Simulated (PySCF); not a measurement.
Molecule: SMILES FC(F)[C@@H]1CCO1, C₄H₆F₂O.

Atoms are numbered as in `[F:1][CH:2]([F:3])[C@@H:4]1[CH2:5][CH2:6][O:7]1` (H(Xn): hydrogen on atom n). Ha(C5), Ha(C6) are cis to C2 on the ring; Hb(C5), Hb(C6) are trans to C2 on the ring.

Spin–spin couplings on one PBE0-D3(BJ)/def2-SVP geometry, PySCF 2.14.0 with density-fitted response routines, gas phase, non-relativistic, equivalent pairs averaged (spin–dipole term only in couplings to heteroatoms); isotopes $^{13}$C, $^{1}$H, $^{19}$F; basis pcJ-1.

**Question.** How do the couplings (Hz) change with the functional? Times are CPU seconds on shared hosts with different chips, so compare them loosely.

**Answer.** 
| functional | functions | $^{1}J$(C2,H(C2)) | $^{1}J$(C6,Ha(C6)) | $^{1}J$(C4,H(C4)) | $^{1}J$(C6,Hb(C6)) | $^{1}J$(C5,Ha(C5)) | $^{1}J$(F1,C2) | $^{1}J$(C5,Hb(C5)) | core-s |
| --- | --- | --- | --- | --- | --- | --- | --- | --- | --- |
| HF | 249 | 226.1 | 190.4 | 189.7 | 188.8 | 177.2 | -176.6 | 174.1 | 51 |
| LDA | 249 | 147.1 | 119.2 | 120.5 | 119.0 | 112.2 | -324.3 | 112.1 | 23 |
| PBE | 249 | 173.4 | 142.4 | 143.0 | 141.9 | 134.2 | -334.6 | 133.2 | 35 |
| KT2 | 249 | 186.1 | 150.7 | 151.4 | 150.4 | 140.8 | -334.3 | 140.4 | 37 |
| PBE0 | 249 | 179.8 | 148.0 | 148.6 | 147.2 | 139.0 | -298.8 | 137.7 | 54 |
| B97-2 | 249 | 172.2 | 141.9 | 141.8 | 141.1 | 132.8 | -293.3 | 131.2 | 54 |
| BHandHLYP | 249 | 203.0 | 168.3 | 168.4 | 167.2 | 157.9 | -260.3 | 155.9 | 60 |
| CAM-B3LYP | 249 | 187.3 | 153.6 | 154.4 | 152.8 | 144.6 | -290.7 | 142.9 | 76 |
